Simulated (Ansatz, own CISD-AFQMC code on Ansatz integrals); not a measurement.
H7NSi2, SMILES `N[SiH2][SiH3]` (charge 0, multiplicity 1).

Cartesian coordinates (Å):
SMILES: N[SiH2][SiH3]
```xyz
10

N      1.8188    -0.3557     0.4345
Si     0.5526     0.7260    -0.0270
Si    -1.5714    -0.2525    -0.2687
H      1.8091    -0.7441     1.3648
H      2.1305    -1.0478    -0.2290
H      0.4658     1.7875     1.0129
H      0.9374     1.3416    -1.3264
H     -1.5365    -1.3220    -1.3065
H     -2.6024     0.7471    -0.6671
H     -2.0040    -0.8800     1.0124
```
Charge 0, multiplicity 1.

Frozen-core correlation energies in cc-pVDZ at a geometry from PBE0-D3(BJ)/def2-TZVP, on an HF energy of -636.39853 Ha (<S^2> = 0.00). Wave-function levels are from Ansatz, the walk from an own CISD-AFQMC code on Ansatz integrals (time step 0.005/Ha, trial state from CCSD amplitudes, largest double 0.03).

```tsv
level	correlation energy (mHa)
MP2	-380.6
CCSD	-436.3
CCSD(T)	-446.9
```

What correlation energy does phaseless AFQMC give, and where does it lie among these levels?

-447.9 ± 0.3 mHa (one standard error). AFQMC minus each level: MP2 -67.3 mHa, CCSD -11.6 mHa, CCSD(T) -1.0 mHa.
